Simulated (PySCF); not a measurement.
## `CC(C)[SiH2]CF`: 4 charge schemes on one density

Compound: C4H11FSi.
SMILES with atom numbers: `[CH3:1][CH:2]([CH3:3])[SiH2:4][CH2:5][F:6]` (hydrogens: H7, H8, H9 on C1; H10 on C2; H11, H12, H13 on C3; H14, H15 on Si4; H16, H17 on C5)

Cartesian coordinates in Å at the GFN2-xTB level; atoms count from 1:
```
atom  x, y, z in Å
C1    -0.7267   -0.0701    1.4900
C2    -0.5722   -0.5233    0.0373
C3    -1.9348   -0.5391   -0.6532
Si4    0.6676    0.5670   -0.9227
C5     2.4272    0.3692   -0.1789
F6     2.4925    0.9392    1.0781
H7     0.2310   -0.0631    2.0043
H8    -1.3981   -0.7381    2.0288
H9    -1.1423    0.9345    1.5343
H10   -0.1976   -1.5544    0.0489
H11   -2.6296   -1.1836   -0.1165
H12   -1.8498   -0.9033   -1.6743
H13   -2.3581    0.4624   -0.6857
H14    0.7674    0.1283   -2.3210
H15    0.3043    1.9836   -0.8417
H16    2.7291   -0.6739   -0.0555
H17    3.1831    0.8767   -0.7820
```

Density: PBE0/pcSseg-1 (PySCF); schemes: Mulliken, IAO, Hirshfeld and ESP-fitted. The structure is a single GFN2-xTB conformer in the gas phase; no vibrational or solvent corrections.

Q: Which atoms carry the highest charge in the Mulliken, IAO, Hirshfeld and ESP-fitted schemes?

A: The schemes don't all agree: Mulliken Si4 (+0.642); IAO Si4 (+0.737); Hirshfeld Si4 (+0.338); ESP-fitted C2 (+0.326).

Q: For which atoms does the sign change between the 4 schemes (beyond +0.03 e in one, beyond −0.03 e in another)?

A: C2. Atomic charges aren't observables, and each scheme defines them in its own way.

Q: Tabulate the Mulliken, IAO, Hirshfeld and ESP-fitted charges.

A: In e:

```
atom                  environment  Mulliken     IAO  Hirshfeld  ESP-fitted
  C1                methyl carbon    -0.236  -0.415     -0.120      -0.434
  C2  sp3 carbon bound to silicon    -0.616  -0.356     -0.101      +0.326
  C3                methyl carbon    -0.235  -0.413     -0.119      -0.560
 Si4                 SiH2 silicon    +0.642  +0.737     +0.338      +0.255
  C5               sp3 C–F carbon    -0.143  -0.234     -0.067      -0.078
  F6               alkyl fluorine    -0.346  -0.329     -0.124      -0.227
  H7              methyl hydrogen    +0.131  +0.147     +0.035      +0.106
  H8              methyl hydrogen    +0.112  +0.136     +0.039      +0.107
  H9              methyl hydrogen    +0.111  +0.136     +0.038      +0.105
 H10             methine hydrogen    +0.142  +0.135     +0.036      -0.016
 H11              methyl hydrogen    +0.116  +0.138     +0.040      +0.142
 H12              methyl hydrogen    +0.117  +0.138     +0.038      +0.123
 H13              methyl hydrogen    +0.112  +0.134     +0.038      +0.140
 H14                Si–H hydrogen    -0.090  -0.127     -0.081      -0.109
 H15                Si–H hydrogen    -0.066  -0.118     -0.074      -0.066
 H16           methylene hydrogen    +0.123  +0.144     +0.042      +0.079
 H17           methylene hydrogen    +0.127  +0.146     +0.042      +0.107
```

Mean size of the charges over all atoms: IAO 0.234 e, Mulliken 0.204 e, ESP-fitted 0.175 e, Hirshfeld 0.081 e. Each set sums to the total charge, 0, to within 0.001 e. The ESP scheme is a least-squares fit of atom-centred charges to the potential on four shells outside the van der Waals surface, with the total charge fixed. The Hirshfeld scheme divides the density at each point in proportion to the densities of the neutral, spherically averaged free atoms.

Q: How closely do the schemes follow one another over all atoms?

A: Correlation coefficient and root-mean-square difference: IAO with Hirshfeld 0.97, 0.182 e; Mulliken with IAO 0.94, 0.096 e; Mulliken with Hirshfeld 0.91, 0.172 e; IAO with ESP-fitted 0.67, 0.216 e; Hirshfeld with ESP-fitted 0.62, 0.179 e; Mulliken with ESP-fitted 0.40, 0.269 e.

Q: Sum the charges by element, for elements with more than one atom.

A: 
| element | atoms | Mulliken | IAO | Hirshfeld | ESP-fitted |
| --- | --- | --- | --- | --- | --- |
| C | 4 | -1.230 | -1.418 | -0.407 | -0.745 |
| H | 11 | +0.934 | +1.010 | +0.193 | +0.717 |

Q: How many electrons does the ESP-fitted scheme count on C3?

A: Z − q = 6 − (-0.560) = 6.560.
